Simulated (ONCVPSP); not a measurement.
## PBE ONCV dataset for titanium, scalar-relativistic all-electron reference.

| Item | Value |
| --- | --- |
| Element | titanium |
| Generator | ONCVPSP 4.0.1 |
| Type | optimised norm-conserving Vanderbilt (ONCV) |
| Functional | PBE |
| Relativity | scalar-relativistic |
| Frozen core | [Ne] |
| Valence charge | 12 |
| Reference configuration | 3s2 3p6 3d2 4s1 4p1 |
| Partial waves | 3s+4s: rc 1.75 bohr, ncon 4, nbas 8, qcut 6.6 1/bohr, 2 projectors; 3p+4p: rc 2.05 bohr, ncon 4, nbas 7, qcut 5.4 1/bohr, 3 projectors, debl 0.8 Ha; 3d: rc 2.45 bohr, ncon 4, nbas 8, qcut 7 1/bohr, 2 projectors, debl 3.2 Ha |
| Local potential | polynomial inside 1.70 bohr (lpopt 5, dvloc0 3 Ha) |
| Core correction | Teter function fitted to the true core (icmod 2), fcfact 0.35 |

Problem. Does the generator finish with these settings?

Solution. Yes, a potential is produced and its reference levels are reproduced.

Problem. Estimate the cutoffs (Ha) at which the residual kinetic energy of the hardest occupied pseudo-wave falls to 1 and 0.1 mHa per electron.

Solution. 17 Ha and 29 Ha.

Problem. Does the potential have ghost states?

Solution. No bound ghost flagged; no localised positive-energy state flagged.

Problem. Tests: 3s2 3p6 3d2 4s2 4p0; 3s2 3p6 3d2 4s1 4p0; 3s2 3p6 3d2 4s0 4p0; 3s2 3p6 3d1 4s2 4p0. Which has the largest error in its energy relative to the reference configuration, and how large is it?

Solution. 3s2 3p6 3d1 4s2 4p0, with +200 meV (all-electron minus pseudo) on +6.67 eV.
